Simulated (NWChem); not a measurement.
**Atomisation of vinylidene fluoride (C$_{2}$H$_{2}$F$_{2}$)**

```xyz
6

C      0.0000     0.0000    -1.3865
C      0.0000     0.0000    -0.0602
F      1.0799     0.0000     0.6963
F     -1.0799     0.0000     0.6963
H     -0.9454     0.0000    -1.9262
H      0.9454     0.0000    -1.9262
```
Charge 0, spin multiplicity 1.

The numbers come from NWChem runs, not from measurements. All single points use one geometry, from B3LYP/def2-SVP, a minimum by its harmonic frequencies.

Basis set: def2-TZVP. The atomisation energy is electronic alone: no zero-point, thermal, spin-orbit or counterpoise terms. No value is extrapolated to the basis-set limit. Free atoms are single determinants with multiplicities C 3, F 2, H 2. Correlated methods freeze the same cores in atoms and molecule, 4 orbitals in all.

```
method       atomisation energy (kcal/mol)  relative cost
-----------  -----------------------------  -------------
HF                                   410.4              1
LDA (SVWN5)                          698.4        under 3
PBE0                                 589.5        under 3
B3LYP                                582.3        under 3
BP86                                 609.6        under 3
PBE                                  610.8        under 3
r2SCAN                               589.7        under 3
TPSS                                 590.3        under 3
MP2                                  585.5        under 3
```

The values span 288.0 kcal/mol, from HF (lowest) to LDA (SVWN5) (highest). Relative cost: rough, from shared machines, SCF included, HF = 1. Costs are the molecule's.

B3LYP has NWChem's definition, with VWN1-RPA local correlation. No SCF solution was tested for a lower state. Open-shell Hartree-Fock references start from PBE0 orbitals; any time given for them includes that run.
